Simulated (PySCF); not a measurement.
One of the candidates below gave these computed data.

All candidates are C3H10GeSi.

- Polarisability: 97.1 au [CAM-B3LYP/def2-SVPD]
- Triplet: lowest triplet excitation (Tamm–Dancoff): 6.39 eV [TDA CAM-B3LYP/def2-SVPD]
- Dipole: 0.80 D [CAM-B3LYP/def2-SVPD]
- Rotational structure: rotational constants A, B, C: 4.861, 1.399, 1.172 GHz [PBE0-D3(BJ)/def2-SVP]
- UV, first state: lowest singlet excitation: 7.07 eV (175 nm, f = 0.037) [TDDFT CAM-B3LYP/def2-SVPD]
- UV, strongest line: among the 10 lowest singlet transitions: S4 at 7.56 eV (164 nm, f = 0.447) [TDDFT CAM-B3LYP/def2-SVPD]
- XPS: Si2p3/2 106.4, C1s 290.2, C1s 290.6 (×2), Si1s 1846.1 eV [ΔSCF SCAN, pcX-2 on the ionised atom, pcseg-1 elsewhere, spin-free X2C, 2p3/2 from a spin–orbit splitting computed afterwards within the 2p shell]
- Valence photoelectron: vertical ionisation energy: 9.64 eV [ΔSCF CAM-B3LYP/def2-SVPD]

Electronic properties: PySCF, gas phase, density fitting. Levels stand in brackets. The structure is a single PBE0-D3(BJ)/def2-SVP conformer in the gas phase; no vibrational or solvent corrections. The calculation (core ionisation apart) is non-relativistic and has no spin–orbit coupling, an omission that weighs most on germanium.

Question: Which candidate is it?
A. `[SiH3][GeH2][CH]1CC1`
B. `C=C[Si@H](C)[GeH3]`
C. `C=[CH][GeH2][CH2][SiH3]`
D. `C=C[SiH2][CH2][GeH3]`

Answer: A. It is `[SiH3][GeH2][CH]1CC1`. Numbering: `[SiH3:1][GeH2:2][CH:3]1[CH2:4][CH2:5]1`. The core levels belong to: Si2p3/2 106.4 eV, SiH3 silicon [Si1]; C1s 290.2 eV, sp3 carbon bound to germanium [C3]; C1s 290.6 eV, three-membered-ring carbon [C4/C5]; Si1s 1846.1 eV, SiH3 silicon [Si1]. One atom of each topological class was ionised and stands for its class. No core level of Ge was computed. The first electron is taken from the HOMO, whose largest Löwdin shares are 0.26 on the SiH3 silicon, 0.25 on the germanium bonded to C, Si and 2 H, 0.13 on the sp3 carbon bound to germanium and 0.12 on a three-membered-ring carbon. The optimised geometry has point group C1 and is an asymmetric top.

The others, at the same levels:
- `C=C[SiH2][CH2][GeH3]` fails: its computed core binding energies are Si2p3/2 106.3, C1s 289.9, C1s 290.1, C1s 290.4, Si1s 1846.1 eV, lowest singlet excitation is 6.69 eV (185 nm, f = 0.001) (against 7.07 eV) and vertical ionisation energy is 10.06 eV (against 9.64 eV).
- `C=[CH][GeH2][CH2][SiH3]` fails: its computed core binding energies are Si2p3/2 106.6, C1s 289.9, C1s 290.2, C1s 290.4, Si1s 1846.3 eV, lowest singlet excitation is 6.66 eV (186 nm, f = 0.001) (against 7.07 eV) and vertical ionisation energy is 10.03 eV (against 9.64 eV).
- `C=C[Si@H](C)[GeH3]` fails: its computed core binding energies are Si2p3/2 106.1, C1s 290.1, C1s 290.1, C1s 290.4, Si1s 1845.9 eV, lowest singlet excitation is 6.44 eV (192 nm, f = 0.002) (against 7.07 eV) and vertical ionisation energy is 9.80 eV (against 9.64 eV).

Each candidate is one conformer, not necessarily the lowest. The conformers computed, where there is a choice (atom-mapped SMILES and torsion angles):
- `[SiH3:1][GeH2:2][CH:3]1[CH2:4][CH2:5]1`: Si1–Ge2–C3–C4 -78°
- `[CH2:1]=[CH:2][SiH2:3][CH2:4][GeH3:5]`: C1–C2–Si3–C4 -3°, C2–Si3–C4–Ge5 -177°
- `[CH2:1]=[CH:2][GeH2:3][CH2:4][SiH3:5]`: C1–C2–Ge3–C4 3°, C2–Ge3–C4–Si5 179°
- `[CH2:1]=[CH:2][Si@H:3]([CH3:4])[GeH3:5]`: C1–C2–Si3–C4 124°
